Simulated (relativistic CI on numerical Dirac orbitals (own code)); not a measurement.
## Sensitivity of the levels of Ir³⁴⁺ to α and to the nuclear radius

These numbers are calculated, not measured: Dirac-Coulomb-Breit CI, separate exchange-only KLI orbitals for each configuration, derivatives by finite differences, unscaled Slater integrals, QED left out (own radial code, finite nucleus).

Configurations in the expansion (outside the closed core [Ar] 3d10): 4s2 4p6 4d7, 4s2 4p6 4d6 4f, 4s2 4p5 4d8, 4s2 4p4 4d9, 4s 4p6 4d8, 4p6 4d9, 4s2 4p6 4d6 5s, 4s 4p5 4d9. Levels of other configurations are missing.

With x = (α/α₀)² − 1 an excitation energy changes as ω = ω₀ + qx; K = 2q/ω₀ is the relative enhancement. Terms are leading LS components, so labels can repeat. The field-shift factor is F = δν/δ⟨r²⟩ for the transition from the lowest level.

Lowest level 4s2 4p6 4d7 4F_9/2.

```
              Level  ω₀ (cm⁻¹)  q (cm⁻¹)       K  F (GHz/fm²)
 4s2 4p6 4d7 2P_3/2      37536     499.7  0.0266        -0.91
 4s2 4p6 4d7 2D_5/2      59026      8492   0.288        0.235
 4s2 4p6 4d7 4F_7/2     157803    173000    2.19         5.59
 4s2 4p6 4d7 2H_9/2     185657    167500     1.8         5.61
 4s2 4p6 4d7 4P_3/2     187897    174300    1.86         5.59
 4s2 4p6 4d7 4P_5/2     195032    177200    1.82         5.83
 4s2 4p6 4d7 4P_1/2     200181    172300    1.72         4.76
4s2 4p6 4d7 2H_11/2     216191    169000    1.56         6.09
 4s2 4p6 4d7 2G_7/2     232096    177000    1.53         5.79
 4s2 4p6 4d7 2F_5/2     248260    166200    1.34         5.59
 4s2 4p6 4d7 2D_3/2     302793    178800    1.18         6.49
 4s2 4p6 4d7 4F_5/2     342576    340500    1.99         10.8
 4s2 4p6 4d7 4P_3/2     353816    341200    1.93         10.5
```

At this charge energies of transitions that change n are usually good to better than 1 %, and those within a shell (Δn = 0) to a few per cent. Terms inside the open d or f shell come out 10 to 20 % too wide with unscaled integrals.
